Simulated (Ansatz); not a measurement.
Job for Ansatz (an electronic-structure program): R-BLYP/def2-TZVPP on H3NOPb (SMILES [NH2][Pb][OH]), a point of a torsion scan. Elements past Kr take the def2 small-core potentials; no spin–orbit coupling.

Ansatz 0.2 input:
```yaml
crystal:
  periodic: [false, false, false]
  atoms:
    - {symbol: N, position_ang: [-1.21266716, -0.04625582, 0.16498548]}
    - {symbol: Pb, position_ang: [0.36498835, -1.18331504, 1.01418263]}
    - {symbol: O, position_ang: [1.86843050, -0.19651650, -0.22491269]}
    - {symbol: H, position_ang: [-2.19453356, -0.02114597, 0.38883990]}
    - {symbol: H, position_ang: [-1.04640138, 0.64370030, -0.54816021]}
    - {symbol: H, position_ang: [2.64907248, -0.68698925, -0.46740434]}
basis:
  gaussian:
    orbitals: def2-TZVPP
hamiltonian:
  xc: {name: BLYP}
scf: {lower_state_search: off}
```

**Question.** Give the final energy of this run.

**Answer.** -324.7004 hartree.
